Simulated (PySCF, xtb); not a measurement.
W(O)(S)(OH)(NH2) (H₃NO₂SW), SMILES [O]=[W](=[S])([OH])[NH2], multiplicity 1.

GFN2-xTB run with xtb at its own geometry gives an orbital gap of 2.76 eV and a dipole moment of 8.00 D.

The structure is a stationary point at B3LYP-D3(BJ)/def2-SVP. The spin state was assumed, not searched. The structure was generated by enumeration; whether it is a known compound was not checked. The def2 effective core potentials stand for the cores of W; spin–orbit coupling is left out. One conformer was computed; it need not be the lowest.

Task: What does CAM-B3LYP/def2-TZVP run with PySCF give? (An estimate is asked for; the answer gives what the named calculation found.)

Result: gap 7.54 eV (levels -8.79 and -1.25 eV), dipole 4.00 D.
